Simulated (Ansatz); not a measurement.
Consider the formal exchange of groups at the Sn–C bond: `C[O][SnH2][CH]=N` + CH₃SH → `C[O][SnH2][SH]` + `CC=N`.

Computed with Ansatz on PBE0-D4/def2-TZVP structures; ΔE is electronic, products minus reactants. CBS: MP2 limit from def2 TZ/QZ plus the TZ coupled-cluster correction, frozen cores. This one scheme is used for every species. Functionals use def2-TZVPP. B3LYP here is the variant with VWN-RPA as its local correlation; programs differ in this. Elements past krypton have def2 core potentials. For Sn outer-core shells are correlated without core-valence functions, which leaves a few kJ/mol of doubt a bond. Each species was taken in one conformer, which may not be the lowest.

`C[O][SnH2][CH]=N`:

Z-matrix (Å, degrees):
```
C
O 1 1.402
H 1 1.094 2 108.5
H 1 1.099 2 112.5 3 -119.0
H 1 1.099 2 112.5 3 119.0
Sn 2 1.971 1 122.1 3 179.5
C 6 2.161 2 93.9 1 -178.9
H 6 1.711 2 108.0 1 -58.9
H 6 1.711 2 108.1 1 61.2
N 7 1.260 6 120.8 2 0.2
H 7 1.094 6 121.3 2 -179.8
H 10 1.024 7 111.9 6 -0.0
```

CH₃SH:

Cartesian coordinates in Å:
```
C 0.478 0.049 0.101
S -1.067 -0.861 -0.114
H 0.792 0.528 -0.825
H 1.229 -0.691 0.380
H 0.402 0.784 0.901
H -1.834 0.190 -0.443
```

`C[O][SnH2][SH]`:

Z-matrix (Å, degrees):
```
C
O 1 1.404
H 1 1.094 2 108.3
H 1 1.099 2 112.4 3 -118.8
H 1 1.100 2 112.9 3 118.9
Sn 2 1.966 1 119.3 3 -168.5
S 6 2.383 2 105.6 1 159.6
H 6 1.710 2 105.6 1 39.7
H 6 1.704 2 109.8 1 -84.8
H 7 1.344 6 93.2 2 -67.0
```

`CC=N`:

Z-matrix (Å, degrees):
```
C
C 1 1.493
H 1 1.092 2 111.6
H 1 1.094 2 110.3 3 -121.2
H 1 1.094 2 110.3 3 121.2
N 2 1.263 1 127.9 3 0.0
H 2 1.095 1 115.5 3 -180.0
H 6 1.023 2 110.6 1 0.0
```

| level | ΔE (kcal/mol) | difference from CCSD(T)/CBS |
| --- | --- | --- |
| PBE-D4 | -27.3 | 0.9 |
| r2SCAN-D4 | -28.7 | -0.5 |
| PBE0-D4 | -28.8 | -0.6 |
| B3LYP-D4 | -27.8 | 0.4 |
| ωB97X-V | -28.3 | -0.1 |
| ωB97M-V | -28.2 | 0.0 |
| B2PLYP | -28.2 | 0.0 |
| PBE | -27.6 | 0.6 |
| r2SCAN | -28.8 | -0.6 |
| PBE0 | -29.0 | -0.8 |
| B3LYP | -28.2 | 0.0 |
| HF/def2-TZVPP | -31.6 | -3.4 |
| MP2/def2-TZVPP | -28.3 | -0.1 |
| SCS-MP2/def2-TZVPP | -27.9 | 0.3 |
| CCSD/def2-TZVPP | -28.0 | 0.2 |
| CCSD(T)/def2-TZVPP | -27.4 | 0.8 |
| HF/def2-QZVPP | -31.7 | -3.5 |
| MP2/def2-QZVPP | -28.9 | -0.7 |
| SCS-MP2/def2-QZVPP | -28.4 | -0.2 |
| HF/CBS(def2) | -31.8 | -3.6 |
| MP2/CBS(def2) | -29.1 | -0.9 |
| CCSD/CBS(def2) | -28.8 | -0.6 |
| CCSD(T)/CBS | -28.2 | 0 |

Largest T1 diagnostic among the species: 0.014.

In def2-TZVPP, CCSD(T) changes the Hartree–Fock value by +4.1 kcal/mol (the triples alone add +0.5 kcal/mol) and MP2 by +3.2 kcal/mol. From PBE to PBE0 (25 % exact exchange), in def2-TZVPP and without D4, ΔE moves by −1.5 kcal/mol.
